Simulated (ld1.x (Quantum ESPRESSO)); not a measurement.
# Configuration tests for silicon (Si) (PAW)

* Element: silicon (Si)
* Generator: ld1.x (Quantum ESPRESSO) 7.5
* Type: PAW
* Functional: PBEsol
* Relativity: scalar-relativistic
* Frozen core: [Ne]
* Valence charge: 4
* Reference configuration: 3s2 3p2
* Partial waves: 3s (bound): rcut 1.30, rcutus 1.45 bohr; 3s channel at 2.6 Ry: rcut 1.30, rcutus 1.45 bohr; 3p (bound): rcut 1.25, rcutus 1.40 bohr; 3p channel at 0.15 Ry: rcut 1.25, rcutus 1.40 bohr; 3d channel at 0.05 Ry: rcut 1.10, rcutus 1.35 bohr; 3d channel at 1.9 Ry: rcut 1.10, rcutus 1.35 bohr
* Local potential: all-electron potential smoothed inside 1.30 bohr (lloc = -1)
* Core correction: a·sin(br)/r model core, default radius (core density twice the valence density)
* Augmentation charge: GAUSS, radius 0.95 bohr

Energies are relative to the spin-unpolarised reference configuration 3s2 3p2; without spin polarisation the order of configurations can differ from experiment. Not all tests gave a result: test run stopped at test 5 of 7 (negative rho).

```csv
valence configuration,charge,ΔE all-electron (eV),error AE − PS (meV)
3s2 3p1,+1,7.713,-2.2
3s2 3p0,+2,23.676,-18
3s1 3p2,+1,15.122,-5.1
```

**Question.** What are ΔE and the potential's error for 3s1 3p0?

**Answer.** ΔE = 57.575 eV all-electron; the error (AE − PS) is -77 meV.

Levels in the configuration 3s1 3p0:

```
level  all-electron (eV)  pseudo (eV)
   3s            -39.357      -39.448
```

Note: ghost states, extra bound levels that the all-electron valence spectrum of the same l lacks: p at -57.3 eV, s at -18.2 eV. A true bound ghost makes a file unfit for plane-wave use.
